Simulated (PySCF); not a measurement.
**Radial density of Tb+ (terbium, charge +1)**

BHandHLYP, [Xe] 4f9 6s1, one real determinant. All numbers are calculated (PySCF 2.14, the spin-free X2C one-electron Hamiltonian (Gaussian nucleus), in ANO-RCC-VTZP (8s7p5d3f2g1h, 104 functions)).

```json
{"r (bohr)": "0.0199", "4πr²ρ (e/bohr)": "82.52", "4πr²(ρα − ρβ)": "0.0028"}
{"r (bohr)": "0.0334", "4πr²ρ (e/bohr)": "78.71", "4πr²(ρα − ρβ)": "0.0059"}
{"r (bohr)": "0.0562", "4πr²ρ (e/bohr)": "111.4", "4πr²(ρα − ρβ)": "0.0143"}
{"r (bohr)": "0.0945", "4πr²ρ (e/bohr)": "97.22", "4πr²(ρα − ρβ)": "0.0245"}
{"r (bohr)": "0.159", "4πr²ρ (e/bohr)": "97.43", "4πr²(ρα − ρβ)": "0.3478"}
{"r (bohr)": "0.267", "4πr²ρ (e/bohr)": "67.88", "4πr²(ρα − ρβ)": "2.1132"}
{"r (bohr)": "0.450", "4πr²ρ (e/bohr)": "50.06", "4πr²(ρα − ρβ)": "5.6233"}
{"r (bohr)": "0.756", "4πr²ρ (e/bohr)": "30.37", "4πr²(ρα − ρβ)": "5.1066"}
{"r (bohr)": "1.27", "4πr²ρ (e/bohr)": "11.23", "4πr²(ρα − ρβ)": "1.8341"}
{"r (bohr)": "2.14", "4πr²ρ (e/bohr)": "2.910", "4πr²(ρα − ρβ)": "0.2705"}
{"r (bohr)": "3.60", "4πr²ρ (e/bohr)": "0.4357", "4πr²(ρα − ρβ)": "0.3414"}
{"r (bohr)": "6.05", "4πr²ρ (e/bohr)": "0.06465", "4πr²(ρα − ρβ)": "0.0642"}
{"r (bohr)": "10.2", "4πr²ρ (e/bohr)": "0.0001891", "4πr²(ρα − ρβ)": "0.0002"}
```

Densities and radii are taken from the X2C orbitals without a picture-change correction, which distorts them close to the nucleus.

⟨L²⟩ = 24.02 against 30 for a pure H term, so this real determinant mixes terms. Spin-orbit coupling, absent here, splits the open shell strongly.
